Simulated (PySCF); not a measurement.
Si(OH)(OMe) (CH₄O₂Si), SMILES CO[Si]O (connectivity only; charge and spin as stated), neutral, multiplicity 1. Geometry: r2SCAN-D4/def2-SVP. The values are those of a single conformer.

The numbers are results of r2SCAN-D4/def2-SVP (PySCF), not measurements.

Harmonic wavenumbers (cm⁻¹): 126, 151, 185, 329, 527, 703, 799, 884, 1130, 1177, 1201, 1467, 1467, 1481, 2995, 3090, 3112, 3784. Rotational constants (GHz): 21.67, 3.490, 3.064; symmetry number 1.

### Question
Work out the zero-point energy and the ideal-gas rigid-rotor harmonic-oscillator thermochemistry at 298.15 K and 1 atm.

### Answer
ZPE = ½ Σ hcν = ½ × 24609 cm⁻¹ = 35.18 kcal/mol. H − E(el) = 39.32 kcal/mol. Entropy in cal/(mol K): translation 38.90, rotation 24.74, vibration 10.64, total 74.28. G − E(el) = 17.17 kcal/mol. Cp = 19.37 cal/(mol K). Modes under 150 cm⁻¹ make the vibrational entropy uncertain.
